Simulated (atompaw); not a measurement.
**La: variants of one PAW (atompaw) potential**

Base potential:

* Element: La
* Generator: atompaw 4.2.0.5
* Type: PAW
* Functional: PBE
* Relativity: scalar-relativistic
* Frozen core: [Kr] 4d10
* Valence charge: 11
* Reference configuration: 4f0 5s2 5p6 5d1 6s2 6p0
* Partial waves: 5s (bound): rc 2.45 bohr; 6s (bound): rc 2.85 bohr; 5p (bound): rc 2.25 bohr; 6p (bound, empty): rc 2.85 bohr; 5d (bound): rc 2.85 bohr; 5d channel at 0.2 Ry: rc 2.85 bohr; 4f (bound, empty): rc 1.25 bohr; 4f channel at 4.05 Ry: rc 1.25 bohr
* Local potential: bessel scheme, radius 2.35 bohr
* Core correction: smooth core density matched at 2.40 bohr
* Augmentation charge: sinc compensation charge, radius 2.25 bohr; PAW radius 2.85 bohr; waves and projectors: custom polynom2 7 10 vanderbiltortho

All-electron outer shells of the reference configuration (PBE, scalar-relativistic, ld1.x):

```
shell  level (eV)  outermost node (bohr)  outermost maximum (bohr)
   4p     -200.00                   0.34                      0.63
   4d     -103.85                   0.32                      0.68
   5s      -38.92                   0.77                      1.41
   5p      -22.40                   0.83                      1.58
   4f       -4.35                      –                      0.75
   6s       -3.68                   1.86                      3.84
   5d       -3.09                   0.95                      2.21
   6p       -1.35                   2.21                      4.93
```

Cutoffs, loose and tight: the cutoffs (Ry, on a coarse ladder) from which the occupation-weighted sum of valence levels, in a spherical-Bessel basis at the reference potential, stays within 10 and 1 mRy of its value at 400 Ry. They see the waves, projectors and local potential, not the compensation charge or the core. A dash means not determined.

For the base: The cutoffs count occupied waves only; the empty 4f level needs over 300 Ry at the loose tolerance.

```tsv
change	outcome	cutoff, loose	cutoff, tight	bound ghosts
base	generated	21 Ry	40 Ry	none
all radii scaled by about 0.77 (s 1.88, p 1.72, d 2.18, f 0.96 bohr); local potential bessel scheme, radius 1.80 bohr; augmentation sinc compensation charge, radius 1.72 bohr; PAW radius 2.18 bohr; waves and projectors: custom polynom2 7 10 vanderbiltortho; core correction smooth core density matched at 1.84 bohr	generated, no UPF (negative core plus compensation charge)	15 Ry	25 Ry	none
all radii scaled by about 0.80 (s 1.96, p 1.80, d 2.28, f 1.00 bohr); local potential bessel scheme, radius 1.88 bohr; augmentation sinc compensation charge, radius 1.80 bohr; PAW radius 2.28 bohr; waves and projectors: custom polynom2 7 10 vanderbiltortho; core correction smooth core density matched at 1.92 bohr	generated, no UPF (negative core plus compensation charge)	12 Ry	25 Ry	none
all radii scaled by about 0.90 (s 2.20, p 2.02, d 2.56, f 1.12 bohr); local potential bessel scheme, radius 2.12 bohr; augmentation sinc compensation charge, radius 2.02 bohr; PAW radius 2.56 bohr; waves and projectors: custom polynom2 7 10 vanderbiltortho; core correction smooth core density matched at 2.16 bohr	generated	15 Ry	35 Ry	none
all radii scaled by about 1.07 (s 2.64, p 2.42, d 3.06, f 1.34 bohr); local potential bessel scheme, radius 2.54 bohr; augmentation sinc compensation charge, radius 2.42 bohr; PAW radius 3.06 bohr; waves and projectors: custom polynom2 7 10 vanderbiltortho; core correction smooth core density matched at 2.58 bohr	generated	25 Ry	50 Ry	none
all radii scaled by about 1.15 (s 2.82, p 2.58, d 3.28, f 1.44 bohr); local potential bessel scheme, radius 2.70 bohr; augmentation sinc compensation charge, radius 2.58 bohr; PAW radius 3.28 bohr; waves and projectors: custom polynom2 7 10 vanderbiltortho; core correction smooth core density matched at 2.76 bohr	generated	35 Ry	70 Ry	none
all radii scaled by about 1.22 (s 2.98, p 2.74, d 3.48, f 1.52 bohr); local potential bessel scheme, radius 2.86 bohr; augmentation sinc compensation charge, radius 2.74 bohr; PAW radius 3.48 bohr; waves and projectors: custom polynom2 7 10 vanderbiltortho; core correction smooth core density matched at 2.92 bohr	generated	25 Ry	50 Ry	none
all radii scaled by about 1.28 (s 3.14, p 2.88, d 3.64, f 1.60 bohr); local potential bessel scheme, radius 3.00 bohr; augmentation sinc compensation charge, radius 2.88 bohr; PAW radius 3.64 bohr; waves and projectors: custom polynom2 7 10 vanderbiltortho; core correction smooth core density matched at 3.06 bohr	generated	21 Ry	45 Ry	none
```

Reading the sweep of the scale of all radii (base = 1) (base included, trends over the rows without a ghost): The loose cutoff is not monotonic: lowest 12 Ry at 0.8, highest 35 Ry at 1.15.
